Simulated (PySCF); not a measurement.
Isomers of C7H12. Computed, not measured: TDDFT B3LYP/def2-SVPD, vertical, gas phase, core orbitals frozen in the response (PySCF 2.14.0, density-fitted response routines). Geometries: GFN2-xTB; one conformer of each isolated species. Triplets are in the Tamm–Dancoff approximation. 'Strongest' means the level of largest summed f among the lowest 8 singlets; it needn't be the same kind of state in each.

Task: Rank by computed lowest singlet excitation energy, lowest first.
A. `C1[C@H]2C[C@@H](C1)CC2`
B. `C(C)(=C)CC(C)=C`
C. `C(/CCC)=C\C=C`
D. `C#C[C@@H](C)C(C)C`
E. `C1CC2(CC2)CC1`
F. `C=C1CC[C@H](C)C1`

Result: C (5.60 eV), B (6.10 eV), F (6.33 eV), D (6.63 eV), E (7.01 eV), A (7.44 eV).

| SMILES | S1 (eV) | strongest (eV) | T1 (eV) | gap (eV) | HOMO (eV) | α (au) | S1 mainly |
| --- | --- | --- | --- | --- | --- | --- | --- |
| C=C/C=C/CCC | 5.60 | 5.60 | 3.23 | 5.45 | -6.29 | 94.0 | H→L (96%) |
| C=C(C)CC(=C)C | 6.10 | 7.14 | 4.41 | 6.70 | -6.94 | 86.1 | H→L (87%) |
| C=C1CC[C@H](C)C1 | 6.33 | 6.53 | 4.22 | 6.74 | -6.68 | 82.2 | H→L+1 (72%) |
| C#C[C@@H](C)C(C)C | 6.63 | 7.77 | 5.54 | 7.82 | -7.46 | 82.5 | H-1→L (38%) |
| C1CCC2(C1)CC2 | 7.01 | 8.05 | 6.93 | 7.86 | -7.30 | 78.1 | H→L (97%) |
| C1C[C@H]2CC[C@@H]1C2 | 7.44 | 8.62 | 7.31 | 8.33 | -7.93 | 75.7 | H→L (99%) |

H and L stand for HOMO and LUMO.

Mean S1 by what the SMILES shows (count): single bonds only 7.23 eV (2); a double or triple bond but no aromatic ring 6.16 eV (4).
